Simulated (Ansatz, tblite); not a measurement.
Forces on the cluster K6⁻ at its r2SCAN/def2-SVPD geometry. Total charge -1; doublet.

The xTB rows come from tblite. At PBE/def2-TZVPD the highest occupied level of the charge -1 doublet lies above zero (up to 0.00 eV). It is a level of β spin, whose loss leaves a triplet; that state wasn't run at this geometry and level. The electron is either unbound and held by the finite basis, or the level is raised by self-interaction error. The geometry of the doublet was relaxed on an unsound state (⟨S²⟩ 1.37, where a pure state has 0.75). Another isomer (doublet) lies 0.03 eV lower at PBE0/def2-TZVPD; other spin states weren't run for this one.

GFN1-xTB (tblite), largest force 0.79 eV/Å:

```xyz
6
positions Å, forces eV/Å
K    -1.193   -2.138    0.259    0.387    0.686   -0.103
K     3.195   -2.390   -0.302   -0.297    0.203   -0.020
K     1.277    0.303    3.170   -0.149   -0.033   -0.362
K    -2.396    2.189    1.266    0.283   -0.256   -0.141
K     1.466    1.601   -1.166   -0.473   -0.524    0.357
K    -2.348    0.435   -3.228    0.250   -0.075    0.270
```

GFN2-xTB (tblite), largest force 0.27 eV/Å:

```
K -0.105 -0.163 0.048
K -0.020 -0.034 -0.125
K -0.211 0.156 0.016
K 0.151 -0.020 0.229
K 0.117 0.148 -0.070
K 0.069 -0.087 -0.098
```

PBE/def2-TZVPD (Ansatz), largest force 0.06 eV/Å:

```
K 0.007 0.026 -0.023
K -0.023 0.019 0.005
K -0.032 0.015 -0.020
K 0.048 -0.033 0.001
K -0.027 -0.023 -0.004
K 0.027 -0.003 0.040
```
